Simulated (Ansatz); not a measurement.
One change: `CN[CH2][GeH3]` becomes `CNCCN`.

Ansatz, PBE0-D4/def2-TZVP geometries, multiplicity 1. Each molecule was computed in one conformer, which needn't be the lowest.

Scalar relativity is left out up to krypton.

| property | `CN[CH2][GeH3]` |
| --- | --- |
| LUMO energy (PBE0/def2-TZVPP) / eV | 0.78 |
| size of the dipole moment (PBE/def2-TZVPP) / D | 1.17 |
| LUMO energy (PBE/def2-TZVPP) / eV | -0.03 |
| HOMO–LUMO gap (PBE0/def2-TZVPP) / eV | 7.31 |
| HOMO energy (PBE/def2-TZVPP) / eV | -5.13 |
| HOMO–LUMO gap (PBE/def2-TZVPP) / eV | 5.10 |

**Question.** What does the change do to each property? (An estimate is asked.)

**Answer.** The calculation gave: 
```tsv
property	`CNCCN`	shift
LUMO energy (PBE0/def2-TZVPP) / eV	1.10	0.32
size of the dipole moment (PBE/def2-TZVPP) / D	1.73	0.56
LUMO energy (PBE/def2-TZVPP) / eV	0.28	0.31
HOMO–LUMO gap (PBE0/def2-TZVPP) / eV	7.64	0.33
HOMO energy (PBE/def2-TZVPP) / eV	-5.13	0.00
HOMO–LUMO gap (PBE/def2-TZVPP) / eV	5.40	0.30
```

Dipoles are sizes alone; their direction can turn.
